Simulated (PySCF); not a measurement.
Computed shifts of a molecule C4H7ClSi, PBE/pcSseg-1 run with PySCF, GIAO, gas phase, atoms alike by connectivity averaged where their shifts nearly agree, in ppm (number of nuclei): ¹³C: 101.9 (1), 90.2 (1), 7.5 (2). ²⁹Si: 9.5 (1). ¹H: 2.62 (1), 0.78 (6). References: ¹³C against TMS (σ = 182.0 ppm); ²⁹Si against TMS (σ = 335.4 ppm); ³⁵Cl against HCl (σ = 936.5 ppm); ¹H against TMS (σ = 31.49 ppm), references at their B3LYP-D3(BJ)/def2-TZVP geometries, non-relativistic (without spin–orbit terms, shifts of atoms bonded to Cl or Br come out too high). Geometry optimised at B3LYP-D3(BJ)/def2-SVP. The values are those of a single conformer.

### Question
Pick the molecule that these values belong to.
A. [SiH3][C@@H]1CC=C1Cl
B. C=C=C(C)[SiH2]Cl
C. C[Si@]1(Cl)C=CC1
D. C#C[Si](C)(C)Cl

### Answer
D, C#C[Si](C)(C)Cl
